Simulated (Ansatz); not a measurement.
Basis-set extrapolation for `C=C1N[SiH]1Cl` (PBE0-D4/def2-TZVP geometry, frozen core, the Gaussian-basis code of Ansatz). Multiplicity 1, RHF reference.

|  | def2-TZVPP | def2-QZVPP |
| --- | --- | --- |
| HF | -881.014439 | -881.042476 |
| MP2 correlation | -0.825117 | -0.888883 |
| CCSD(T) correlation | -0.904863 | not run |

Energies in hartree. Use E(X) = E(∞) + A·exp(−7.88·√X) for Hartree–Fock and E(X) = E(∞) + B·X^(−2.97) for correlation, with X = 3 and 4, and add CCSD(T) minus MP2 of the smaller set to the MP2 limit.

Task: What is the CCSD(T) energy at the basis-set limit?

Result: HF limit: -881.042476 + (-0.028037) × 0.13774 = -881.04634. MP2 limit: -0.888883 + (-0.063766) × 0.74074 = -0.93612. Higher-order term: -0.904863 − (-0.825117) = -0.07975. Total: -882.06221 hartree, 375.2 kJ/mol below CCSD(T)/def2-TZVPP.
